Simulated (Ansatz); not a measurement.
Stepwise reaction of `[GaH2][GaH][GeH3]` with hydrogen, as a gas-phase model of exchange steps in deposition or etching. ΔE in kJ/mol.

Calculated with Ansatz (gas phase, PBE0-D4/def2-TZVP geometries, no zero-point term in ΔE). CBS: MP2 limit from def2 TZ/QZ plus the TZ coupled-cluster correction, frozen cores. This one scheme is used for every species. DFT in def2-TZVPP. B3LYP here is the variant with VWN-RPA as its local correlation; programs differ in this. For Ga, Ge outer-core shells are correlated without core-valence functions, which leaves a few kJ/mol of doubt a bond. Scalar relativity is left out up to krypton.

| step | reaction | PBE-D4 | B3LYP-D4 | ωB97M-V | CCSD(T)/CBS |
| --- | --- | --- | --- | --- | --- |
| 2 | `[GaH2][GeH3]` + H₂ → GeH₄ + `[GaH3]` | 26.6 | 19.3 | 15.0 | 21.6 |

(1) Give the row of step 1, `[GaH2][GaH][GeH3]` + H₂ → `[GaH2][GeH3]` + `[GaH3]`. (Best estimate.)

(2) By hand: ΔE of the 2 steps together at CCSD(T)/CBS.

Answers

(1) The calculation gave: 
```csv
step,reaction,PBE-D4,B3LYP-D4,ωB97M-V,CCSD(T)/CBS
1,`[GaH2][GaH][GeH3]` + H₂ → `[GaH2][GeH3]` + `[GaH3]`,39.7,31.7,22.9,33.9
```

(2) (33.9) + (21.6) = 55.5 kJ/mol, or 27.8 kJ/mol a step.

In ΔE each step is lower than the one before. All are uphill at CCSD(T)/CBS. PBE-D4 differs from CCSD(T)/CBS by 5.0 to 5.8 kJ/mol a step. Only this route is followed, and other bonds may react first. Isolated molecules leave out the surface, adducts and barriers. Largest T1 diagnostic: 0.013.
